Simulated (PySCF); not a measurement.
**Ar⁺: excitation energy**

Ar⁺ [Ne] 3s2 3p5 (2P) → Ar⁺ [Ne] 3s1 3p5 3d1 (high-spin determinant), as a difference of total energies. All numbers are calculated (PySCF 2.14, the spin-free X2C one-electron Hamiltonian (Gaussian nucleus), in aug-cc-pVTZ-DK (6s5p3d2f, 50 functions)). Correlated levels: valence: [Ne] frozen. The calculations carry no spin-orbit coupling.

```csv
method,excitation energy (cm⁻¹)
UHF,274900
LDA,260640
PBE,259160
PBE0,264770
r2SCAN,264110
wB97X,268640
MN15,259840
BHandHLYP,270760
M06-2X,266730
MP2 (valence),268420
SCS-MP2 (valence),267490
```

The upper state lies above the first ionisation limit, where it may autoionise and the basis confines it.

The promoted electron is Rydberg-like, and one or two diffuse shells describe it only roughly, which tends to raise the upper state.

The determinant of the upper state mixes LS terms, which raises its energy above the lowest term, most at the Hartree-Fock and MP2 levels.
